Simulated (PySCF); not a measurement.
Coordinates in bohr (charge 0 multiplicity 1):
```
Ru    0.0000    0.0000   -0.7448
N     0.0000    0.0000   -3.6644
Cl    0.0000    0.0000    3.6379
```

All numbers come from PySCF, PBE0, basis Ru def2-TZVP with ECP28, N def2-TZVP, Cl def2-TZVP (scalar-relativistic core potentials, no spin–orbit coupling, density fitting).

This geometry of ClRuN is a stationary point at this level.

(1) What is the point group?

(2) Is it a minimum?

(3) Which band is strongest in the infrared?

(4) What are the dipole moment and the gap between the highest occupied and lowest empty levels?

(5) Give the atomic charges and bond orders.

Answers

(1) C∞v.

(2) No: it has 2 imaginary modes (one degenerate set), at 108i cm⁻¹ (π).

(3) 1262 cm⁻¹ (σ+), 131 km/mol.

(4) 2.13 D and 3.91 eV.

(5) 
```csv
atom,Mulliken,Löwdin,polar tensor,Mayer order to Ru1
Ru1,0.81,0.23,1.31,–
N2,-0.37,-0.10,-0.61,2.81
Cl3,-0.45,-0.14,-0.69,0.94
```

Only a few start shapes were tried, so a lower isomer may exist. At this level a singlet minimum of Cs symmetry lies 9 kJ/mol below this structure.
